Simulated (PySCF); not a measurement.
PySCF input file for Si(H)2(SH)2 (H4S2Si), SMILES S[SiH2]S, TDDFT-M06-2X/def2-SVPD. The structure is a stationary point at B3LYP-D3(BJ)/def2-TZVP. One conformer was computed; it need not be the lowest.

```python
import numpy as np
from pyscf import gto, scf, dft, tdscf

mol = gto.M(
    atom='''
    Si   -0.00000000   -0.00000000   -0.78862676
    S    -1.79555414   -0.05207400    0.37966036
    S     1.79555414    0.05207400    0.37966036
    H    -0.10063181   -1.21262236   -1.62536254
    H     0.10063182    1.21262235   -1.62536255
    H    -1.51669974    1.06682644    1.07118416
    H     1.51669974   -1.06682644    1.07118417
    ''',
    basis='def2-SVPD',
    charge=0,
    spin=0,
    symmetry=True,
    max_memory=1600,
    verbose=4,
)
mf = dft.RKS(mol, xc='m06-2x').density_fit(auxbasis='def2-universal-jkfit')
mf.grids.level = 4
mf.conv_tol = 1e-9
mf.max_cycle = 100
mf.kernel()
mf.grids = dft.Grids(mol).set(level=2).build(with_non0tab=True)  # coarser grid for the response kernel
td = tdscf.TDDFT(mf)
td.singlet = True
td.nstates = 10
td.conv_tol = 1e-4
td.kernel(x0=td.get_init_guess(mf, 15))
td.analyze()
tt = tdscf.TDA(mf)
tt.singlet = False
tt.nstates = 4
tt.conv_tol = 1e-4
tt.kernel(x0=tt.get_init_guess(mf, 9))
tt.analyze(verbose=3)
```

Log of the run:

```
PySCF version 2.14.0

[INPUT] verbose = 4
[INPUT] num. atoms = 7
[INPUT] num. electrons = 50
[INPUT] charge = 0
[INPUT] spin (= nelec alpha-beta = 2S) = 0
[INPUT] symmetry True subgroup None
[INPUT] Mole.unit = angstrom
[INPUT] Symbol           X                Y                Z      unit          X                Y                Z       unit  Magmom
[INPUT]  1 Si     0.000000000000   0.000000000000  -0.788626760000 AA    0.000000000000   0.000000000000  -1.490288590903 Bohr   0.0
[INPUT]  2 S     -1.795554140000  -0.052074000000   0.379660360000 AA   -3.393105566429  -0.098405598211   0.717454100754 Bohr   0.0
[INPUT]  3 S      1.795554140000   0.052074000000   0.379660360000 AA    3.393105566429   0.098405598211   0.717454100754 Bohr   0.0
[INPUT]  4 H     -0.100631810000  -1.212622360000  -1.625362540000 AA   -0.190166560319  -2.291524152924  -3.071490053727 Bohr   0.0
[INPUT]  5 H      0.100631820000   1.212622350000  -1.625362550000 AA    0.190166579217   2.291524134026  -3.071490072625 Bohr   0.0
[INPUT]  6 H     -1.516699740000   1.066826440000   1.071184160000 AA   -2.866147121799   2.016009794045   2.024244691372 Bohr   0.0
[INPUT]  7 H      1.516699740000  -1.066826440000   1.071184170000 AA    2.866147121799  -2.016009794045   2.024244710270 Bohr   0.0

nuclear repulsion = 193.858749899344
point group symmetry = C2
symmetry origin: [ 3.77945222e-10 -3.77945222e-10  4.53534265e-09]
symmetry axis x: [ 1.00000000e+00 -2.94639381e-10 -2.40869151e-11]
symmetry axis y: [-2.94639381e-10 -1.00000000e+00 -4.19443224e-10]
symmetry axis z: [ 2.40869150e-11 -4.19443208e-10  1.00000000e+00]
num. orbitals of irrep A = 57
num. orbitals of irrep B = 53
number of shells = 48
number of NR pGTOs = 172
number of NR cGTOs = 110
basis = def2-SVPD
ecp = {}


******** <class 'pyscf.df.df_jk.DFSymAdaptedRKS'> ********
method = DFSymAdaptedRKS
initial guess = minao
damping factor = 0
level_shift factor = 0
DIIS = <class 'pyscf.scf.diis.CDIIS'>
diis_start_cycle = 1
diis_space = 8
diis_damp = 0
SCF conv_tol = 1e-09
SCF conv_tol_grad = None
SCF max_cycles = 100
direct_scf = False
XC library pyscf.dft.libxc version 7.1.2
    S. Lehtola, C. Steigemann, M. J. T. Oliveira, and M. A. L. Marques,  SoftwareX 7, 1–5 (2018)
XC functionals = m06-2x
    Y. Zhao and D. G. Truhlar,  Theor. Chem. Acc. 120, 215 (2008)
    Y. Zhao and D. G. Truhlar,  Theor. Chem. Acc. 120, 215 (2008)
radial grids:
    Treutler-Ahlrichs [JCP 102, 346 (1995); DOI:10.1063/1.469408] (M4) radial grids

becke partition: Becke, JCP 88, 2547 (1988); DOI:10.1063/1.454033
pruning grids: <function nwchem_prune>
grids dens level: 4
symmetrized grids: True
atomic radii adjust function: <function treutler_atomic_radii_adjust>
small_rho_cutoff = 0
Freeze 0 electrons in irreps []
    50 free electrons in irreps A B
Set gradient conv threshold to 3.16228e-05
Initial guess from minao.
tot grids = 149136
******** <class 'pyscf.df.df.DF'> ********
auxbasis = def2-universal-jkfit
init E= -1087.99508972303
HOMO (B) = -0.305036311507938  LUMO (A) = -0.0237488701409867  gap/eV = 7.65422
cycle= 1 E= -1087.92210817542  delta_E= 0.073  |g|= 0.273  |ddm|= 2.77
HOMO (B) = -0.305872457183986  LUMO (A) = 0.00537456414582982  gap/eV = 8.46946
cycle= 2 E= -1087.93487203207  delta_E= -0.0128  |g|= 0.218  |ddm|= 0.723
HOMO (B) = -0.317942255001406  LUMO (A) = 0.0137593061466571  gap/eV = 9.02606
cycle= 3 E= -1087.95045452642  delta_E= -0.0156  |g|= 0.0226  |ddm|= 0.363
HOMO (B) = -0.317942995284619  LUMO (A) = 0.0138714012830064  gap/eV = 9.02913
cycle= 4 E= -1087.95063306335  delta_E= -0.000179  |g|= 0.00896  |ddm|= 0.0527
HOMO (B) = -0.317288385467881  LUMO (A) = 0.0142800006780938  gap/eV = 9.02244
cycle= 5 E= -1087.95066397751  delta_E= -3.09e-05  |g|= 0.0015  |ddm|= 0.0204
HOMO (B) = -0.317518458513819  LUMO (A) = 0.0141769915232125  gap/eV = 9.02589
cycle= 6 E= -1087.95066493947  delta_E= -9.62e-07  |g|= 0.000268  |ddm|= 0.00395
HOMO (B) = -0.317473365633884  LUMO (A) = 0.0141949638551352  gap/eV = 9.02515
cycle= 7 E= -1087.95066496947  delta_E= -3e-08  |g|= 5.77e-05  |ddm|= 0.000635
HOMO (B) = -0.317480506355338  LUMO (A) = 0.014192952546285  gap/eV = 9.02529
cycle= 8 E= -1087.95066497132  delta_E= -1.85e-09  |g|= 9.75e-06  |ddm|= 0.000159
HOMO (B) = -0.317481210278141  LUMO (A) = 0.0141925677853361  gap/eV = 9.02530
cycle= 9 E= -1087.95066497136  delta_E= -4.68e-11  |g|= 1.62e-06  |ddm|= 2.36e-05
HOMO (B) = -0.317481005753586  LUMO (A) = 0.0141927226505004  gap/eV = 9.02530
Extra cycle  E= -1087.95066497136  delta_E= 1.36e-12  |g|= 7.24e-07  |ddm|= 6.82e-06
converged SCF energy = -1087.95066497136
tot grids = 56912


******** <class 'pyscf.tdscf.rks.TDDFT'> for <class 'pyscf.df.df_jk.DFSymAdaptedRKS'> ********
nstates = 10 singlet
deg_eia_thresh = 1.000e-03
wfnsym = None
conv_tol = 0.0001
eigh lindep = 1e-12
eigh level_shift = 0
eigh max_cycle = 100


Excitation energies (eV)
[5.83093394 6.09129682 6.27392386 6.44145708 6.91142963 7.10747889
 7.35197346 7.56532287 7.6130277  7.73427818]

** Singlet excitation energies and oscillator strengths **
Excited State   1:    B      5.83093 eV    212.63 nm  f=0.0070
      24 -> 32       -0.10563
      24 -> 35        0.15256
      25 -> 26        0.17838
      25 -> 27        0.60108
      25 -> 30       -0.15312
Excited State   2:    A      6.09130 eV    203.54 nm  f=0.0006
      24 -> 26       -0.18562
      24 -> 27       -0.54062
      24 -> 30        0.15814
      24 -> 36       -0.11189
      25 -> 28       -0.15303
      25 -> 32        0.16967
      25 -> 35       -0.19870
Excited State   3:    B      6.27392 eV    197.62 nm  f=0.0721
      24 -> 28       -0.27651
      25 -> 26        0.60031
      25 -> 27       -0.17100
Excited State   4:    A      6.44146 eV    192.48 nm  f=0.0358
      24 -> 26        0.45589
      25 -> 28       -0.51100
Excited State   5:    A      6.91143 eV    179.39 nm  f=0.0002
      24 -> 26       -0.43427
      24 -> 27        0.17363
      24 -> 30        0.14437
      24 -> 31        0.12113
      25 -> 28       -0.38793
      25 -> 29       -0.13309
      25 -> 35        0.23761
Excited State   6:    B      7.10748 eV    174.44 nm  f=0.0425
      23 -> 27       -0.16385
      24 -> 28        0.52481
      25 -> 26        0.14171
      25 -> 27       -0.17006
      25 -> 30       -0.28014
Excited State   7:    A      7.35197 eV    168.64 nm  f=0.0158
      24 -> 27       -0.23094
      25 -> 29       -0.49048
      25 -> 34        0.38313
      25 -> 37       -0.12461
Excited State   8:  ???      7.56532 eV    163.88 nm  f=0.0030
      23 -> 27        0.13861
      24 -> 28       -0.20397
      24 -> 29       -0.18262
      24 -> 32        0.14858
      25 -> 26       -0.19931
      25 -> 30       -0.55107
Excited State   9:    A      7.61303 eV    162.86 nm  f=0.0017
      24 -> 27        0.24874
      25 -> 29        0.13694
      25 -> 32        0.24981
      25 -> 34        0.39764
      25 -> 35       -0.38871
Excited State  10:    B      7.73428 eV    160.30 nm  f=0.0063
      24 -> 29        0.34310
      24 -> 32        0.17902
      24 -> 35       -0.16401
      24 -> 37        0.10793
      25 -> 27        0.20153
      25 -> 30       -0.12314
      25 -> 31       -0.40957
      25 -> 36       -0.18334
      25 -> 38        0.11244

** Transition electric dipole moments (AU) **
state          X           Y           Z        Dip. S.      Osc.
  1         0.2110     -0.0650     -0.0000      0.0487      0.0070
  2        -0.0000     -0.0000     -0.0628      0.0039      0.0006
  3         0.5819     -0.3611      0.0000      0.4691      0.0721
  4        -0.0000     -0.0000      0.4764      0.2269      0.0358
  5         0.0000      0.0000      0.0334      0.0011      0.0002
  6         0.4821      0.1071     -0.0000      0.2439      0.0425
  7         0.0000      0.0000      0.2961      0.0877      0.0158
  8        -0.1134      0.0571      0.0000      0.0161      0.0030
  9        -0.0000     -0.0000     -0.0951      0.0090      0.0017
 10        -0.0637      0.1707      0.0000      0.0332      0.0063

** Transition velocity dipole moments (imaginary part, AU) **
state          X           Y           Z        Dip. S.      Osc.
  1         0.0469     -0.0132      0.0000      0.0024      0.0074
  2         0.0000     -0.0000     -0.0120      0.0001      0.0004
  3         0.1452     -0.0894      0.0000      0.0291      0.0840
  4        -0.0000     -0.0000      0.1194      0.0143      0.0401
  5        -0.0000     -0.0000      0.0061      0.0000      0.0001
  6         0.1325      0.0315      0.0000      0.0186      0.0474
  7        -0.0000      0.0000      0.0849      0.0072      0.0178
  8        -0.0357      0.0187     -0.0000      0.0016      0.0039
  9         0.0000      0.0000     -0.0233      0.0005      0.0013
 10        -0.0164      0.0496     -0.0000      0.0027      0.0064

** Transition magnetic dipole moments (imaginary part, AU) **
state          X           Y           Z
  1         0.4075      0.4691      0.0000
  2        -0.0000      0.0000      0.0519
  3        -0.5999     -0.5073      0.0000
  4        -0.0000     -0.0000     -0.4862
  5         0.0000     -0.0000      0.1886
  6        -0.2068      0.8225     -0.0000
  7         0.0000     -0.0000      0.1178
  8        -0.4501     -0.2450     -0.0000
  9        -0.0000      0.0000      1.2788
 10        -0.4326      1.4306     -0.0000


******** <class 'pyscf.tdscf.rks.TDA'> for <class 'pyscf.df.df_jk.DFSymAdaptedRKS'> ********
nstates = 4 triplet
deg_eia_thresh = 1.000e-03
wfnsym = None
conv_tol = 0.0001
eigh lindep = 1e-12
eigh level_shift = 0
eigh max_cycle = 100


Excitation energies (eV)
[5.54825136 5.83576463 5.92906962 6.08518238]

** Triplet excitation energies and oscillator strengths **
Excited State   1:    B      5.54825 eV    223.47 nm  f=0.0000
Excited State   2:    A      5.83576 eV    212.46 nm  f=0.0000
Excited State   3:    B      5.92907 eV    209.11 nm  f=0.0000
Excited State   4:    A      6.08518 eV    203.75 nm  f=0.0000
```

Self-consistency was reached.

Cost: very roughly 5 core-minutes.
